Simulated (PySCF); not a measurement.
**Two-component Hartree-Fock for Pd²⁹⁺ (palladium, charge +29)**

Start: [Ne] 3s2 3p5; 3p1/2 filled at m_j = +1/2; 3p3/2 filled at m_j = -3/2, -1/2, +1/2, +3/2. Calculated with PySCF 2.14 in an uncontracted even-tempered set (19 s from 4.6 bohr⁻², ratio 2.4; 14 p from 6 bohr⁻², ratio 2.4; 5 d from 25 bohr⁻², ratio 2.6; 4 f from 37 bohr⁻², ratio 2.6): generalised Hartree-Fock with the X2C-1e Hamiltonian and a Gaussian nucleus; one run each with spin-orbit coupling (SO) screened by Boettger's factors, then bare. This is a chosen level, not necessarily the ground level.

```json
{"spinor shell": "1s1/2", "electrons": "2", "ε, screened SO (eV)": "-25920.4", "ε, bare SO (eV)": "-25920.3", "weight of nominal j (bare SO)": "1.000", "rms radius, bare SO (bohr)": "0.0365"}
{"spinor shell": "2s1/2", "electrons": "2", "ε, screened SO (eV)": "-5060.6", "ε, bare SO (eV)": "-5060.6", "weight of nominal j (bare SO)": "1.000", "rms radius, bare SO (bohr)": "0.148"}
{"spinor shell": "2p1/2", "electrons": "2", "ε, screened SO (eV)": "-4793.2", "ε, bare SO (eV)": "-4798.7", "weight of nominal j (bare SO)": "1.000", "rms radius, bare SO (bohr)": "0.128"}
{"spinor shell": "3s1/2", "electrons": "2", "ε, screened SO (eV)": "-1852.1", "ε, bare SO (eV)": "-1852.1", "weight of nominal j (bare SO)": "1.000", "rms radius, bare SO (bohr)": "0.364"}
{"spinor shell": "3p1/2", "electrons": "1", "ε, screened SO (eV)": "-1755.6", "ε, bare SO (eV)": "-1756.9", "weight of nominal j (bare SO)": "1.000", "rms radius, bare SO (bohr)": "0.352"}
{"spinor shell": "3p3/2", "electrons": "4", "ε, screened SO (eV)": "-1713.5", "ε, bare SO (eV)": "-1713.0", "weight of nominal j (bare SO)": "1.000", "rms radius, bare SO (bohr)": "0.361"}
```

Q: Where does 2p3/2 lie, and what is the 2p spin-orbit splitting (bare SO)?

A: At -4630.6 eV, 168.11 eV above 2p1/2.

```tsv
quantity	screened SO	bare SO
E (hartree)	-4445.06836	-4445.10606
M_J	1/2	1/2
⟨J²⟩	0.751	0.751
⟨L²⟩	2.008	2.008
⟨S²⟩	0.756	0.756
```

Each row is a mean over spinors that exchange with the open shell spreads, by up to 10.099 eV (2p1/2).

Breit and QED terms are absent; they matter most for the inner s and p1/2 levels.

Densities and radii are taken from the X2C orbitals without a picture-change correction, which distorts them close to the nucleus.
